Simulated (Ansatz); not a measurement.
C2HO, SMILES `C#C[O+]` (excited singlet) (charge 1, multiplicity 1). This singlet is an excited state, 1.10 eV above the relaxed triplet at the level B3LYP/cc-pVTZ // B3LYP-D3(BJ)/def2-TZVP (Ansatz, an electronic-structure program).

These are Ansatz with frozen-core CCSDTQ/cc-pVDZ // B3LYP-D3(BJ)/def2-TZVP values and carry that method's errors.

Ansatz 0.2 input:
```yaml
crystal:
  periodic: [false, false, false]
  atoms:
    - { symbol: C, position_ang: [-0.748172, -0.287004, 0.253592] }
    - { symbol: C, position_ang: [0.586452, 0.041354, 0.045016] }
    - { symbol: O, position_ang: [1.709751, 0.150779, 0.091078] }
    - { symbol: H, position_ang: [-1.54803, 0.094871, -0.389686] }
basis:
  gaussian: { orbitals: cc-pVDZ }
correlation:
  method: ccsdtq
total_charge: 1
```

Output:

```
Functional definition: HF
830 factors; integrals over basis functions are off by at most 1.2e-7 eV
mean field evaluation 1: about -4096.3203 eV, gradient 4.8e1 eV
mean field evaluation 2: about -4096.3233 eV, gradient 4.8e1 eV
mean field evaluation 4: about -4101.3353 eV, gradient 4.2e0 eV
mean field evaluation 8: about -4101.4194 eV, gradient 1.8e-1 eV
mean field evaluation 16: about -4101.4040 eV, gradient 1.4e0 eV
mean field evaluation 32: about -4099.2568 eV, gradient 1.9e-1 eV
mean field -4101.41970971 eV, -150.7243942897 hartree, gradient 2.1e-6 eV, S^2 0.000000; 2 other end points of the search recorded, 0 dependent functions left out; unrestricted orbitals would lower it
determinant -4101.41970971 eV, -150.7243942897 hartree, with singles and doubles -4112.73098599 eV, -151.1400760261 hartree
determinant -4099.25710583 eV, -150.6449200630 hartree, with singles and doubles -4110.74466803 eV, -151.0670801871 hartree
3 core orbitals not correlated
reference -4101.41970971 eV, -150.7243942897 hartree; 7, 7 occupied and 37, 37 virtual orbitals, 830 factors
second order -10.76913981 eV of doubles, -0.00000000 eV of singles
cycle   1  -10.68615370 eV  change    8.3e-2 eV  update   1.3e-1
cycle   2  -11.37285932 eV  change   -6.9e-1 eV  update   8.8e-2
cycle   3  -11.84427708 eV  change   -4.7e-1 eV  update   3.8e-2
cycle   4  -11.84616828 eV  change   -1.9e-3 eV  update   2.1e-2
cycle   5  -11.84300160 eV  change    3.2e-3 eV  update   1.4e-2
cycle   6  -11.87381385 eV  change   -3.1e-2 eV  update   1.1e-2
cycle   7  -11.89229295 eV  change   -1.8e-2 eV  update   8.1e-3
cycle   8  -11.88772462 eV  change    4.6e-3 eV  update   6.4e-3
cycle   9  -11.89586661 eV  change   -8.1e-3 eV  update   4.2e-3
cycle  10  -11.90651349 eV  change   -1.1e-2 eV  update   3.5e-3
cycle  11  -11.90343382 eV  change    3.1e-3 eV  update   2.4e-3
cycle  12  -11.90626022 eV  change   -2.8e-3 eV  update   1.0e-3
cycle  13  -11.90473807 eV  change    1.5e-3 eV  update   5.9e-4
cycle  14  -11.90381464 eV  change    9.2e-4 eV  update   3.0e-4
cycle  15  -11.90380627 eV  change    8.4e-6 eV  update   2.1e-4
cycle  16  -11.90394417 eV  change   -1.4e-4 eV  update   9.1e-5
cycle  17  -11.90389638 eV  change    4.8e-5 eV  update   5.7e-5
cycle  18  -11.90387442 eV  change    2.2e-5 eV  update   2.6e-5
cycle  19  -11.90390878 eV  change   -3.4e-5 eV  update   1.4e-5
cycle  20  -11.90392363 eV  change   -1.5e-5 eV  update   1.1e-5
cycle  21  -11.90391909 eV  change    4.5e-6 eV  update   7.8e-6
cycle  22  -11.90391503 eV  change    4.1e-6 eV  update   5.4e-6
cycle  23  -11.90391221 eV  change    2.8e-6 eV  update   4.2e-6
cycle  24  -11.90390635 eV  change    5.9e-6 eV  update   3.7e-6
cycle  25  -11.90389914 eV  change    7.2e-6 eV  update   2.9e-6
cycle  26  -11.90390016 eV  change   -1.0e-6 eV  update   1.8e-6
cycle  27  -11.90389906 eV  change    1.1e-6 eV  update   1.2e-6
cycle  28  -11.90389765 eV  change    1.4e-6 eV  update   7.0e-7
cycle  29  -11.90389806 eV  change   -4.2e-7 eV  update   5.8e-7
Total energy: -4113.32360777 eV, -151.1618544748 hartree
```
